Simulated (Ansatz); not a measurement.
Name a neutral molecule of C, Ge, Te and H with HOMO–LUMO gap (PBE/def2-TZVPP) between 3.25 and 3.55 eV and HOMO energy (ωB97M-V/def2-TZVPP) between -8.25 and -7.95 eV (Ansatz, PBE0-D4/def2-TZVP geometry).

`C=[C]([GeH3])[TeH]` (3.48 eV, -8.24 eV). Other molecules can fit too; these were computed, each in one conformer that needn't be the lowest.
